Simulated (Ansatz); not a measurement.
Ben (charge +1): gap (eV) at several levels, gas phase, relaxed structures; Ansatz. Clusters are the lowest isomers that short searches found in that spin, judged at the geometry's level. HOMO and LUMO are taken over both spins. The structures are stationary points that may keep the symmetry of their start.

| species | state | geometry | PBE/def2-SVP | PBE/def2-TZVP | r2SCAN/def2-TZVP | PBE0/def2-TZVP |
| --- | --- | --- | --- | --- | --- | --- |
| Be3⁺ | doublet | PBE0/def2-TZVP | 0.72 | 0.81 | 1.02 | 1.90 |
| Be4⁺ | doublet | PBE/def2-TZVP | 0.38 | 0.33 | 0.78 | 2.09 |
| Be5⁺ | doublet | PBE/def2-TZVP | 0.84 | 0.94 | 1.18 | 2.23 |
| Be6⁺ | doublet | PBE0/def2-TZVP | 0.64 | 0.66 | 1.06 | 2.29 |
| Be10⁺ | doublet | PBE/def2-SVP | 0.43 | 0.41 | 0.78 | 1.66 |
| Be12⁺ | doublet | PBE0/def2-SVP | 0.41 | 0.42 | 0.69 | 1.82 |

Task: Estimate the column for PBE0/def2-SVP.

Result: Be3⁺ 1.74; Be4⁺ 2.12; Be5⁺ 2.10; Be6⁺ 2.27; Be10⁺ 1.59; Be12⁺ 1.80.

Over the 6 species that have every level, the mean is 0.57 at PBE/def2-SVP, 0.60 at PBE/def2-TZVP, 0.92 at r2SCAN/def2-TZVP, 1.94 at PBE0/def2-SVP, 2.00 at PBE0/def2-TZVP. Orbital gaps grow with the share of exact exchange and aren't one observable across functionals.
